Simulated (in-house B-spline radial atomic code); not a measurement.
Inner levels of terbium as electrons are removed. A shift is the extra binding of the orbital against the neutral atom ([Xe] 4f9 6s2). Computed with a radial B-spline atomic code at the basis-set limit: non-relativistic Hartree-Fock, average of the configuration, point nuclei.

This level leaves out relativity, spin-orbit splitting included, which matters for heavy ions.

| ion | configuration | shift of 3s (eV) | shift of 1s (eV) | shift of 3p (eV) | radius of 3s (bohr) | radius of 1s (bohr) | radius of 3p (bohr) | Σ<r²> (bohr²) | change of density at nucleus (bohr⁻³) |
| --- | --- | --- | --- | --- | --- | --- | --- | --- | --- |
| Tb19+ | [Kr] 4d10 | 496.54 | 488.07 | 496.35 | 0.25428 | 0.023333 | 0.24434 | 7.6543 | -33.471 |
| Tb20+ | [Kr] 4d9 | 542.91 | 538.14 | 542.91 | 0.25407 | 0.023333 | 0.2441 | 7.1705 | -7.636 |
| Tb21+ | [Kr] 4d8 | 590.21 | 589.42 | 590.4 | 0.25385 | 0.023333 | 0.24385 | 6.7063 | 19.226 |
| Tb22+ | [Kr] 4d7 | 638.42 | 641.92 | 638.83 | 0.25362 | 0.023333 | 0.24359 | 6.2606 | 47.11 |
| Tb23+ | [Kr] 4d6 | 687.54 | 695.63 | 688.18 | 0.25337 | 0.023333 | 0.24331 | 5.8322 | 76.022 |
| Tb24+ | [Kr] 4d5 | 737.56 | 750.54 | 738.45 | 0.25312 | 0.023333 | 0.24302 | 5.4201 | 105.95 |
| Tb25+ | [Kr] 4d4 | ? | ? | ? | ? | ? | ? | ? | ? |
| Tb26+ | [Kr] 4d3 | ? | ? | ? | ? | ? | ? | ? | ? |
| Tb27+ | [Kr] 4d2 | ? | ? | ? | ? | ? | ? | ? | ? |
| Tb28+ | [Kr] 4d1 | 946.45 | 982.15 | 948.48 | 0.25196 | 0.023334 | 0.24171 | 3.9183 | 235.92 |
| Tb29+ | [Ar] 3d10 4s2 4p6 | 1000.84 | 1043.03 | 1003.2 | 0.25164 | 0.023334 | 0.24136 | 3.5759 | 270.97 |

Task: Fill in the row of Tb25+.

Result: shift of 3s (eV): 788.47; shift of 1s (eV): 806.65; shift of 3p (eV): 789.62; radius of 3s (bohr): 0.25284; radius of 1s (bohr): 0.023333; radius of 3p (bohr): 0.24271; Σ<r²> (bohr²): 5.0235; change of density at nucleus (bohr⁻³): 136.91.

Task: Fill in the row of Tb26+.

Result: shift of 3s (eV): 840.26; shift of 1s (eV): 863.96; shift of 3p (eV): 841.68; radius of 3s (bohr): 0.25256; radius of 1s (bohr): 0.023333; radius of 3p (bohr): 0.24239; Σ<r²> (bohr²): 4.6415; change of density at nucleus (bohr⁻³): 168.89.

Task: Fill in the row of Tb27+.

Result: shift of 3s (eV): 892.93; shift of 1s (eV): 922.46; shift of 3p (eV): 894.64; radius of 3s (bohr): 0.25227; radius of 1s (bohr): 0.023334; radius of 3p (bohr): 0.24206; Σ<r²> (bohr²): 4.2733; change of density at nucleus (bohr⁻³): 201.9.
